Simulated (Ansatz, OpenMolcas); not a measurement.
**A ladder of methods for BGeSiH4F (SMILES F[SiH]1[BH][GeH2]1)**

BGeSiH4F has 8 atoms, charge 0, and is taken as a singlet. As SMILES, `F[SiH]1[BH][GeH2]1`. Geometry: relaxed at PBE0-D4/def2-TZVP.

Each level gives the HOMO–LUMO gap (eV). The values are calculated.

```json
{"level": "HF/def2-SVP", "kind": "Hartree–Fock", "program": "OpenMolcas", "value (eV)": "8.33", "CPU time": "12 s"}
{"level": "SVWN5/def2-SVP", "kind": "LDA", "program": "Ansatz", "value (eV)": "2.47", "CPU time": "1.9 s"}
{"level": "revPBE/def2-SVP", "kind": "GGA", "program": "OpenMolcas", "value (eV)": "2.52", "CPU time": "38 s"}
{"level": "r2SCAN0/def2-SVP", "kind": "hybrid meta-GGA", "program": "Ansatz", "value (eV)": "4.12", "CPU time": "7.6 s"}
{"level": "CAM-B3LYP/def2-SVP", "kind": "range-separated hybrid", "program": "Ansatz", "value (eV)": "5.95", "CPU time": "4.2 s"}
{"level": "HSE06/def2-SVP", "kind": "range-separated hybrid", "program": "Ansatz", "value (eV)": "3.22", "CPU time": "3.9 s"}
{"level": "wB97M-V/def2-SVP", "kind": "range-separated hybrid", "program": "Ansatz", "value (eV)": "7.58", "CPU time": "31 s"}
{"level": "PBE-QIDH/def2-SVP", "kind": "double hybrid", "program": "Ansatz", "value (eV)": "6.57", "CPU time": "6.2 s"}
```

All-electron rows without a relativistic Hamiltonian named are non-relativistic. The values span 2.47 to 8.33 eV. Orbital gaps aren't excitation energies, and those of double hybrids come from the SCF part alone; they tend to grow with the share of exact exchange. Times are those of the runs behind each value, whatever else they computed, on shared processors of several kinds: orders of magnitude only.
